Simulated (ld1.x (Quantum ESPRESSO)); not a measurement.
# PBE TM semilocal dataset for niobium (Nb), scalar-relativistic all-electron reference.

Input for ld1.x (Quantum ESPRESSO) 7.5:

```
&input
   title='Nb', zed=41., rel=1, dft='PBE', iswitch=3,
   config='[Kr] 4d4 5s1 5p0',
   nld=3, rlderiv=4.55, eminld=-2.0, emaxld=5.0, deld=0.02
 /
 &inputp
   pseudotype=1, tm=.true., lloc=2,
   nlcc=.true., new_core_ps=.true.,
   file_pseudopw='Nb.pp', file_wfcaegen='ae.wfc', file_wfcncgen='nc.wfc'
 /
3
5S  1  0   1.00   0.00  2.20  2.20  0.0
5P  2  1   0.00   0.00  4.20  4.20  0.0
4D  3  2   4.00   0.00  2.00  2.00  0.0
 &test
   configts(1)='4d4 5s1 5p0'
 /
```

Command:

```bash
ld1.x < Nb.in > Nb.out
```

Resulting log (shortened: banner, matrices, multipoles, cross overlaps and the repeated all-electron block are left out):

```
Program LD1 v.7.5
     --------------------------- All-electron run ----------------------------

     Nb
     scalar relativistic calculation

     atomic number is 41.00
     dft =PBE   lsd =0 sic =0 latt =0  beta=0.20 tr2=1.0E-14
     Exchange-correlation= PBE
                           (   1   4   3   4   0   0   0)
     mesh =1227 r(mesh) = 100.62774 a.u. xmin = -7.00 dx = 0.01250
     1 Ry =  13.60569312 eV, c = 137.03599908

     n l     nl                  e(Ry)          e(Ha)          e(eV)
     1 0     1S 1( 2.00)     -1382.4059      -691.2029    -18808.5898
     2 0     2S 1( 2.00)      -193.3636       -96.6818     -2630.8458
     2 1     2P 1( 6.00)      -172.6539       -86.3269     -2349.0758
     3 0     3S 1( 2.00)       -32.2625       -16.1312      -438.9531
     3 1     3P 1( 6.00)       -25.4924       -12.7462      -346.8419
     4 0     4S 1( 2.00)        -4.2918        -2.1459       -58.3934
     4 1     4P 1( 6.00)        -2.5372        -1.2686       -34.5207
     3 2     3D 1(10.00)       -14.4271        -7.2136      -196.2913
     4 2     4D 1( 4.00)        -0.2234        -0.1117        -3.0401
     5 0     5S 1( 1.00)        -0.2927        -0.1463        -3.9817
     5 1     5P 1( 0.00)        -0.0816        -0.0408        -1.1108

     final scf error:  2.7E-15 reached in  33 iterations

     Etot =   -7639.229153 Ry,   -3819.614576 Ha, -103937.007546 eV

     Ekin =    7865.606760 Ry,    3932.803380 Ha,  107017.031802 eV
     Encl =  -18404.451792 Ry,   -9202.225896 Ha, -250405.323176 eV
     Eh   =    3136.952470 Ry,    1568.476235 Ha,   42680.412646 eV
     Exc  =    -237.336591 Ry,    -118.668295 Ha,   -3229.128818 eV

     normalization and overlap integrals

     s(1S/1S) =  1.000000  <r> =   0.0361  <r2> =    0.0018  r(max) =   0.0235
     s(2S/2S) =  1.000000  <r> =   0.1580  <r2> =    0.0294  r(max) =   0.1335
     s(2P/2P) =  1.000000  <r> =   0.1377  <r2> =    0.0232  r(max) =   0.1066
     s(3S/3S) =  1.000000  <r> =   0.4432  <r2> =    0.2251  r(max) =   0.3961
     s(3P/3P) =  1.000000  <r> =   0.4458  <r2> =    0.2314  r(max) =   0.3912
     s(4S/4S) =  1.000000  <r> =   1.1592  <r2> =    1.5246  r(max) =   1.0371
     s(4P/4P) =  1.000000  <r> =   1.3033  <r2> =    1.9519  r(max) =   1.1179
     s(3D/3D) =  1.000000  <r> =   0.4330  <r2> =    0.2261  r(max) =   0.3325
     s(4D/4D) =  1.000000  <r> =   2.2153  <r2> =    6.2771  r(max) =   1.4902
     s(5S/5S) =  1.000000  <r> =   3.7295  <r2> =   16.0135  r(max) =   3.0769
     s(5P/5P) =  1.000000  <r> =   5.4740  <r2> =   35.3447  r(max) =   4.2585

     ------------------------ End of All-electron run ------------------------

     --------------------- Generating NC pseudopotential ---------------------

      Generating local pot.: lloc=2, matching radius rcloc =   2.0000

      Computing core charge for nlcc:

       r > 1.65 : true rho core
      Core charge pseudized with two Bessel functions
      Integrated core pseudo-charge :  11.51

      Wfc   5S  rcut= 2.196  Using Troullier-Martins method

      Wfc   5P  rcut= 4.206  Using Troullier-Martins method

     ------------------- End of pseudopotential generation -------------------

     Computing logarithmic derivative in   4.56171
     Computing logarithmic derivative in   4.56171
     Computing the partial wave expansion
     R is outside the sphere for l=    0 j= 0.00
     R is outside the sphere for l=    1 j= 0.00
       no projector for channel:   2

     ---------------------- Testing the pseudopotential ----------------------

     Nb
     scalar relativistic calculation

     atomic number is 41.00   valence charge is  5.00
     dft =PBE   lsd =0 sic =0 latt =0  beta=0.20 tr2=1.0E-14
     mesh =1227 r(mesh) = 100.62774 xmin = -7.00 dx = 0.01250

     n l     nl             e AE (Ry)        e PS (Ry)    De AE-PS (Ry)
     3 2     4D   1( 4.00)       -0.22345       -0.22345       -0.00000
     1 0     5S   1( 1.00)       -0.29265       -0.29265       -0.00000
     2 1     5P   1( 0.00)       -0.08164       -0.08164        0.00000

     eps = 3.9E-16  iter = 12

     Etot =   -7639.229153 Ry,   -3819.614576 Ha, -103937.007546 eV
     Etotps =   -26.451112 Ry,     -13.225556 Ha,    -359.885716 eV

     Ekin =      12.129005 Ry,       6.064502 Ha,     165.023518 eV
     Encl =     -27.413771 Ry,     -13.706886 Ha,    -372.983359 eV
     Ehrt =       9.200554 Ry,       4.600277 Ha,     125.179918 eV
     Ecxc =     -20.762097 Ry,     -10.381049 Ha,    -282.482722 eV
     (Ecc =     -16.434861 Ry,      -8.217430 Ha,    -223.607669 eV)
     Epseu=       0.395197 Ry,       0.197598 Ha,       5.376929 eV

     ---------------------- End of pseudopotential test ----------------------
```

Generation and configuration tests took about 1.2 s on one core of a shared server CPU.

Transferability test of the new file with ld1.x, input:

```
&input
   title='Nb', zed=41., rel=1, dft='PBE', iswitch=2,
   config='[Kr] 4d4 5s1 5p0'
 /
 &test
   file_pseudo='Nb.pp', nconf=8,
   configts(1)='4d4 5s1 5p0',
   configts(2)='4d4 5s0 5p0',
   configts(3)='4d3 5s0 5p0',
   configts(4)='4d2 5s0 5p0',
   configts(5)='4d3 5s2 5p0',
   configts(6)='4d4 5s0 5p1',
   configts(7)='4d3 5s1 5p0',
   configts(8)='4d3 5s1 5p1'
 /
```

```bash
ld1.x < Nb.test.in > Nb.test.out
```

Pseudopotential blocks of its output, shortened (energy terms left out):

```
     ---------------------- Testing the pseudopotential ----------------------

     n l     nl             e AE (Ry)        e PS (Ry)    De AE-PS (Ry)
     3 2     4D   1( 4.00)       -0.22345       -0.22345       -0.00000
     1 0     5S   1( 1.00)       -0.29265       -0.29265       -0.00000
     2 1     5P   1( 0.00)       -0.08164       -0.08164        0.00000

     eps = 3.9E-15  iter = 15

     Etot =   -7639.229153 Ry,   -3819.614576 Ha, -103937.007546 eV
     Etotps =   -26.451112 Ry,     -13.225556 Ha,    -359.885709 eV

     ---------------------- End of pseudopotential test ----------------------

          ---------------------- Testing the pseudopotential ----------------------

     n l     nl             e AE (Ry)        e PS (Ry)    De AE-PS (Ry)
     3 2     4D   1( 4.00)       -0.68415       -0.68318       -0.00097
     1 0     5S   1( 0.00)       -0.69244       -0.69371        0.00128
     2 1     5P   1( 0.00)       -0.42277       -0.42462        0.00185

     eps = 8.2E-15  iter =  9

     Etot =   -7638.741336 Ry,   -3819.370668 Ha, -103930.370459 eV
     Etotps =   -25.962650 Ry,     -12.981325 Ha,    -353.239852 eV
     dEtot_ae =       0.487817 Ry
     dEtot_ps =       0.488461 Ry,   Delta E=      -0.000645 Ry

     ---------------------- End of pseudopotential test ----------------------

          ---------------------- Testing the pseudopotential ----------------------

     n l     nl             e AE (Ry)        e PS (Ry)    De AE-PS (Ry)
     3 2     4D   1( 3.00)       -1.40379       -1.41792        0.01413  !
     1 0     5S   1( 0.00)       -1.24362       -1.25526        0.01163  !
     2 1     5P   1( 0.00)       -0.89815       -0.90197        0.00382

     eps = 7.4E-15  iter =  9

     Etot =   -7637.709395 Ry,   -3818.854697 Ha, -103916.330191 eV
     Etotps =   -24.925937 Ry,     -12.462968 Ha,    -339.134648 eV
     dEtot_ae =       1.519758 Ry
     dEtot_ps =       1.525175 Ry,   Delta E=      -0.005417 Ry

     ---------------------- End of pseudopotential test ----------------------

          ---------------------- Testing the pseudopotential ----------------------

     n l     nl             e AE (Ry)        e PS (Ry)    De AE-PS (Ry)
     3 2     4D   1( 2.00)       -2.24874       -2.30106        0.05231  !
     1 0     5S   1( 0.00)       -1.87832       -1.95632        0.07801  !
     2 1     5P   1( 0.00)       -1.46106       -1.47936        0.01830  !

     eps = 5.0E-17  iter =  7

     Etot =   -7635.892190 Ry,   -3817.946095 Ha, -103891.605858 eV
     Etotps =   -23.077476 Ry,     -11.538738 Ha,    -313.985061 eV
     dEtot_ae =       3.336963 Ry
     dEtot_ps =       3.373635 Ry,   Delta E=      -0.036673 Ry

     ---------------------- End of pseudopotential test ----------------------

          ---------------------- Testing the pseudopotential ----------------------

     n l     nl             e AE (Ry)        e PS (Ry)    De AE-PS (Ry)
     3 2     4D   1( 3.00)       -0.34067       -0.34304        0.00237
     1 0     5S   1( 2.00)       -0.34423       -0.34226       -0.00196
     2 1     5P   1( 0.00)       -0.10730       -0.10430       -0.00300

     eps = 1.7E-15  iter = 19

     Etot =   -7639.267089 Ry,   -3819.633544 Ha, -103937.523696 eV
     Etotps =   -26.486870 Ry,     -13.243435 Ha,    -360.372227 eV
     dEtot_ae =      -0.037936 Ry
     dEtot_ps =      -0.035758 Ry,   Delta E=      -0.002178 Ry

     ---------------------- End of pseudopotential test ----------------------

          ---------------------- Testing the pseudopotential ----------------------

     n l     nl             e AE (Ry)        e PS (Ry)    De AE-PS (Ry)
     3 2     4D   1( 4.00)       -0.30687       -0.30734        0.00047
     1 0     5S   1( 0.00)       -0.35182       -0.35173       -0.00009
     2 1     5P   1( 1.00)       -0.12887       -0.12877       -0.00010

     eps = 5.8E-15  iter = 13

     Etot =   -7639.012213 Ry,   -3819.506106 Ha, -103934.055931 eV
     Etotps =   -26.234147 Ry,     -13.117074 Ha,    -356.933759 eV
     dEtot_ae =       0.216940 Ry
     dEtot_ps =       0.216964 Ry,   Delta E=      -0.000025 Ry

     ---------------------- End of pseudopotential test ----------------------

          ---------------------- Testing the pseudopotential ----------------------

     n l     nl             e AE (Ry)        e PS (Ry)    De AE-PS (Ry)
     3 2     4D   1( 3.00)       -0.83799       -0.84028        0.00230
     1 0     5S   1( 1.00)       -0.77168       -0.77165       -0.00002
     2 1     5P   1( 0.00)       -0.47853       -0.47572       -0.00281

     eps = 6.1E-15  iter = 10

     Etot =   -7638.713366 Ry,   -3819.356683 Ha, -103929.989915 eV
     Etotps =   -25.934387 Ry,     -12.967193 Ha,    -352.855305 eV
     dEtot_ae =       0.515786 Ry
     dEtot_ps =       0.516725 Ry,   Delta E=      -0.000939 Ry

     ---------------------- End of pseudopotential test ----------------------

          ---------------------- Testing the pseudopotential ----------------------

     n l     nl             e AE (Ry)        e PS (Ry)    De AE-PS (Ry)
     3 2     4D   1( 3.00)       -0.42590       -0.43294        0.00704  !
     1 0     5S   1( 1.00)       -0.40176       -0.40173       -0.00003
     2 1     5P   1( 1.00)       -0.15257       -0.15013       -0.00244

     eps = 7.9E-15  iter = 15

     Etot =   -7639.024018 Ry,   -3819.512009 Ha, -103934.216552 eV
     Etotps =   -26.242114 Ry,     -13.121057 Ha,    -357.042152 eV
     dEtot_ae =       0.205134 Ry
     dEtot_ps =       0.208998 Ry,   Delta E=      -0.003863 Ry

     ---------------------- End of pseudopotential test ----------------------
```
